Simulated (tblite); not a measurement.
Compound: C8H9O (doublet state).
Numbering: `[CH3:1][CH2:2][c:3]1[cH:4][cH:5][cH:6][cH:7][c:8]1[O:9]` (hydrogens: H10, H11, H12 on C1; H13, H14 on C2; H15 on C4; H16 on C5; H17 on C6; H18 on C7)

A start from a force field or distance geometry was refined with GFN2-xTB geometry optimisation, gas phase in tblite. Values at the start:

```
coordinate    start
     C1–C2  1.507 Å
    C1–H10  1.091 Å
     C2–C3  1.531 Å
    C2–H13  1.110 Å
     C3–C4  1.402 Å
     C3–C8  1.427 Å
     C4–C5  1.387 Å
    C4–H15  1.087 Å
     C5–C6  1.384 Å
    C5–H16  1.079 Å
     C6–C7  1.402 Å
    C6–H17  1.088 Å
     C7–C8  1.408 Å
    C7–H18  1.082 Å
     C8–O9  1.270 Å
  C1–C2–C3   112.4°
  C2–C3–C4   117.5°
  C2–C3–C8   120.4°
  C3–C8–C7   114.3°
  C3–C8–O9   124.5°
  C4–C3–C8   122.0°
  C4–C5–C6   118.6°
  C6–C7–C8   123.7°
```

Task: How do these coordinates change at the GFN2-xTB level?

Result: 
```tsv
coordinate	GFN2-xTB (Å or °)	change
C7–C8	1.450	+0.042
C2–C3	1.490	-0.041
C6–C7	1.363	-0.039
C3–C8	1.464	+0.037
C8–O9	1.238	-0.032
C1–C2	1.534	+0.027
C3–C4	1.375	-0.027
C2–H13	1.092	-0.018
C5–C6	1.401	+0.017
C6–H17	1.081	-0.007
C4–H15	1.082	-0.005
C1–H10	1.087	-0.004
C4–C5	1.390	+0.003
C7–H18	1.080	-0.002
C5–H16	1.080	+0.001
C2–C3–C4	122.2	+4.7
C3–C8–O9	121.8	-2.7
C2–C3–C8	117.9	-2.5
C1–C2–C3	110.1	-2.3
C4–C3–C8	119.9	-2.1
C6–C7–C8	121.6	-2.1
C3–C8–C7	116.3	+2.0
C4–C5–C6	120.3	+1.7
```

The energy falls by 5.2 kcal/mol over 42 L-BFGS steps, the largest force on an atom goes from 2.48 to 0.010 eV/Å, and the atoms move by 0.071 Å rms after alignment. Among the bonds, C2–C3 and C7–C8 change most and about equally (-0.041 to +0.042 Å). Bonds longer at the end by more than 0.005 Å: 4 of 18; shorter: 7. Rotational constants go from 2645, 1465, 1018 to 2724, 1471, 1040 MHz.

Time: 0.3 s. Hardware: Intel Xeon at 2.60 GHz, one thread, on a shared host.

Its GFN2-xTB frequencies are all real (lowest 32 cm⁻¹).

Conformer computed: `[CH3:1][CH2:2][c:3]1[cH:4][cH:5][cH:6][cH:7][c:8]1[O:9]`: C1–C2–C3–C4 -89°.

One conformer stands for the species.
